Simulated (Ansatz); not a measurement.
Reaction (ligand exchange at the Sn–Cl bond): `[F][Sn][Cl]` + HBr → `[F][Sn][Br]` + HCl

Gas-phase electronic energies from Ansatz, PBE0-D4/def2-TZVP geometries. CCSD(T)/CBS is the MP2 limit (def2-TZVPP, def2-QZVPP) plus CCSD(T) − MP2 in def2-TZVPP, frozen cores. This one scheme is used for every species. DFT in def2-TZVPP. B3LYP here is the variant with VWN-RPA as its local correlation; programs differ in this. HSE06 is defined as in plane-wave codes. def2 core potentials past Kr. For Br, Sn outer-core shells are correlated without core-valence functions, which leaves a few kJ/mol of doubt a bond. Scalar relativity is left out up to krypton.

```csv
level,ΔE (kcal/mol),difference from CCSD(T)/CBS
LDA (SPW92),-2.8,0.4
r2SCAN-D4,-2.9,0.3
PBE0-D4,-3.3,-0.1
BHLYP-D4,-3.3,-0.1
CAM-B3LYP-D4,-2.4,0.8
PBE-QIDH,-3.2,0.0
B3LYP,-2.7,0.5
HSE06,-3.2,0.0
CAM-B3LYP,-2.3,0.9
LC-ωPBE,-2.4,0.8
MP2/def2-SVP,-3.6,-0.4
CCSD/def2-SVP,-3.0,0.2
HF/def2-TZVPP,-3.2,0.0
MP2/def2-TZVPP,-3.0,0.2
HF/def2-QZVPP,-3.0,0.2
MP2/CBS(def2),-3.5,-0.3
CCSD(T)/CBS,-3.2,0
```

Largest T1 diagnostic among the species: 0.016.

Leaving LDA and LC-ωPBE aside and taking each functional with its dispersion term where it has one, the values, not all of them listed here, spread over 1.6 kcal/mol, from BHLYP-D4 to B97M-V.
